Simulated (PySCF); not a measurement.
# Electron correlation in Yb⁵²⁺ (ytterbium, charge +52)

[Ar], closed-shell 1S. Calculation: PySCF 2.14, in an even-tempered Gaussian basis (16 s from 13 bohr⁻², ratio 2.5; 10 p from 17 bohr⁻², ratio 2.5; 4 d from 69 bohr⁻², ratio 2.7; 4 f from 100 bohr⁻², ratio 2.7); the non-relativistic Hamiltonian (point nucleus). Frozen: 1s2; 16 electrons correlated; the 17 highest virtual orbitals of each spin left out.

```json
{"level": "CCSD", "correlation energy (mhartree)": "-639.14"}
{"level": "(T)", "correlation energy (mhartree)": "-0.88"}
{"level": "CCSD(T)", "correlation energy (mhartree)": "-640.02"}
```

Diagnostics: T1 = 0.00020, D1 = 0.0005, largest double amplitude 0.013.

A non-relativistic calculation at this Z misses sizeable relativistic shifts.

Cost of the coupled-cluster step: roughly 6 core-seconds, for 16 correlated electrons.

Iterations:

```
CC2 = 0
CCSD nocc = 8, nmo = 76
frozen orbitals [0, 77, 78, 79, 80, 81, 82, 83, 84, 85, 86, 87, 88, 89, 90, 91, 92, 93]
max_cycle = 100
direct = 0
conv_tol = 1e-08
conv_tol_normt = 1e-06
diis_space = 8
diis_start_cycle = 0
Init t2, MP2 energy = -10775.1122184452  E_corr(MP2) -0.629181213658375
Init E_corr(CCSD) = -0.629181213658377
cycle = 1  E_corr(CCSD) = -0.637699375892089  dE = -0.00851816223  norm(t1,t2) = 0.00349262
cycle = 2  E_corr(CCSD) = -0.638971686487328  dE = -0.0012723106  norm(t1,t2) = 0.000498047
cycle = 3  E_corr(CCSD) = -0.639143865660165  dE = -0.000172179173  norm(t1,t2) = 7.35255e-05
cycle = 4  E_corr(CCSD) = -0.639141940095169  dE = 1.925565e-06  norm(t1,t2) = 1.7275e-06
cycle = 5  E_corr(CCSD) = -0.639141785486258  dE = 1.54608911e-07  norm(t1,t2) = 4.77582e-08
cycle = 6  E_corr(CCSD) = -0.639141787232373  dE = -1.74611503e-09  norm(t1,t2) = 3.38085e-09
CCSD converged
E(CCSD) = -10775.12217901878  E_corr = -0.639141787232373
CCSD(T) correction = -0.000875144998205277
```

At this charge a non-relativistic calculation is a model, useful for the Z dependence of the correlation energy.
